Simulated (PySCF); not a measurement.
# Shifts of the heteroatoms

Mapped SMILES: `[CH2:1]=[CH:2][C@@H:3]1[CH2:4][Si@@H:5]([PH2:6])[C@@H:7]1[F:8]`. Hydrogens are named by the atom that carries them. Ha(C4) is cis to C2 on the ring; Ha(C1) is cis to C3; Hb(C4) is trans to C2 on the ring; Hb(C1) is trans to C3.

Theoretical values (PySCF 2.14): geometry from GFN2-xTB, NMR shieldings at PBE0/pcSseg-1/GIAO. Gas phase, a single conformation, non-relativistic Hamiltonian, averaged over atoms made equivalent by symmetry, fast rotation or ring inversion.

(1) What are the $^{19}$F shifts?

(2) Predict the $^{31}$P NMR data.

(3) Where does $^{29}$Si resonate?

## Answers

(1) 
```tsv
atoms	environment	σ (ppm)	δ (ppm)
F8	fluorine on an sp3 carbon	397.3	-197.9
```

Shieldings were converted by a linear fit to measured shifts: $^{19}$F: δ = 146.13 − 0.903σ +14.6 on sp3 carbon (rms 6.0 ppm, 223 shifts, 7.0 ppm with the 5 outliers that the fit left out vs CFCl3, solution or neat liquid). Occasional misses reach two or three times the rms, and more in compound classes unlike the fitted ones.

On a 600 MHz spectrometer $^{19}$F resonates near 564.6 MHz, so 1 ppm is 564.6 Hz.

(2) 
```json
{"atoms": "P6", "environment": "phosphorus bonded to Si, 2 H", "σ (ppm)": "626.1", "δ (ppm)": "-248.6"}
```

Shieldings were converted by a linear fit to measured shifts: $^{31}$P: δ = 270.09 − 0.828σ (rms 18.1 ppm, 64 shifts vs H3PO4, solution or neat liquid). Occasional misses reach two or three times the rms, and more in compound classes unlike the fitted ones.

On a 300 MHz spectrometer $^{31}$P resonates near 121.4 MHz, so 1 ppm is 121.4 Hz.

(3) 
| atoms | environment | σ (ppm) | δ (ppm) |
| --- | --- | --- | --- |
| Si5 | silicon bonded to 2 C, P, H, in a 4-membered ring | 351.2 | -8.7 |

Shieldings were converted by a linear fit to measured shifts: $^{29}$Si: δ = 279.94 − 0.822σ (rms 8.9 ppm, 72 shifts, 25.8 ppm with the 6 outliers that the fit left out vs TMS, solution or neat liquid). A few per cent of atoms miss by over 2 rms, more outside the fitted compound classes.

On a 400 MHz spectrometer $^{29}$Si resonates near 79.5 MHz, so 1 ppm is 79.5 Hz.
